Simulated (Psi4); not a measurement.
C₅H₈O, singlet, at a GFN2-xTB geometry. Base run: MP2/def2-SVPD (Psi4).

Psi4 was given this input:
```
memory 2 GB

molecule {
0 1
  C     1.93574354   -0.47521150   -0.71409407
  C     0.75708294   -0.06504934    0.07864111
  C     0.45540066    0.76931466    1.07573921
  O    -0.89888888    0.48687167    1.14547760
  C    -0.70617154   -0.45723448    0.05541766
  C    -1.51061985   -0.11500217   -1.17935234
  H     2.11139950   -1.54652793   -0.61279353
  H     1.77831701   -0.26081842   -1.77156690
  H     2.81764381    0.06104702   -0.37276396
  H     0.93130830    1.47373947    1.72963903
  H    -0.91931659   -1.46980447    0.40712534
  H    -1.23890239   -0.78940304   -1.98758696
  H    -1.30481245    0.90898275   -1.48181066
  H    -2.57314071   -0.21309190   -0.97217271
}

set basis def2-svpd
set freeze_core true

energy('mp2')
print_variables()
```

All variants below ran on the same shared machine, one core each. Differences are taken from the largest basis of the diffuse def2 family in the series, which isn't the basis-set limit (def2-TZVPPD: -269.966198 Eh). The cheapest run took roughly 11 core-seconds.

```json
[
 {"setting": "def2-SVPD", "basis functions": "187", "cost, times the cheapest (rough)": "1", "difference in total energy (mEh)": "459.61"},
 {"setting": "def2-TZVPD", "basis functions": "297", "cost, times the cheapest (rough)": "2", "difference in total energy (mEh)": "22.72"},
 {"setting": "def2-TZVPPD", "basis functions": "361", "cost, times the cheapest (rough)": "3", "difference in total energy (mEh)": "reference"}
]
```

Times come from a shared machine, hold the start-up and are rough. Total energies converge more slowly with the basis than energy differences do.
